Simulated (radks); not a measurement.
Species: Co. Configuration: [Ar] 3d6 4s2 4p1 (not the ground configuration). Method: scalar-relativistic Kohn-Sham, LDA (Slater exchange, Perdew-Wang correlation), spin-polarised, spherical densities, finite nucleus; open shells are filled with parallel spins first; Fermi nuclear charge, rms radius 3.7875 fm; computed with a radial shooting solver on a logarithmic mesh with Libxc functionals.

Normalised radial functions P(r) = r R(r), r in bohr:

| r | 3p down | 3d up | 4s up |
|---|---|---|---|
| 0.007577 | 0.0124 | 0.0001 | 0.0598 |
| 0.01158 | 0.0268 | 0.0003 | 0.0806 |
| 0.01769 | 0.0568 | 0.0010 | 0.1013 |
| 0.02703 | 0.1156 | 0.0031 | 0.1124 |
| 0.04131 | 0.2209 | 0.0098 | 0.0969 |
| 0.06262 | 0.3782 | 0.0286 | 0.0357 |
| 0.09569 | 0.5586 | 0.0786 | -0.0762 |
| 0.1462 | 0.6243 | 0.1931 | -0.1820 |
| 0.2234 | 0.3510 | 0.4085 | -0.1550 |
| 0.3414 | -0.3408 | 0.7097 | 0.0763 |
| 0.5217 | -1.0469 | 0.9604 | 0.3079 |
| 0.7972 | -1.1396 | 0.9658 | 0.1734 |
| 1.208 | -0.6624 | 0.7155 | -0.2968 |
| 1.847 | -0.1962 | 0.3771 | -0.6610 |
| 2.822 | -0.0247 | 0.1311 | -0.5953 |
| 4.312 | -0.0009 | 0.0253 | -0.2784 |
| 6.588 | 0.0000 | 0.0020 | -0.0597 |
| 10.07 | 0.0000 | 0.0000 | -0.0044 |

3p down: eigenvalue -70.333 eV, 1 radial node at r = 0.284 bohr, <r> = 0.812 bohr, 90 % of the charge inside 1.25 bohr. 3d up: eigenvalue -16.898 eV, 0 radial nodes, <r> = 0.966 bohr, 90 % of the charge inside 1.65 bohr. 4s up: eigenvalue -8.439 eV, 3 radial nodes at r = 0.0729, 0.305, 0.946 bohr, <r> = 2.58 bohr, 90 % of the charge inside 3.90 bohr.
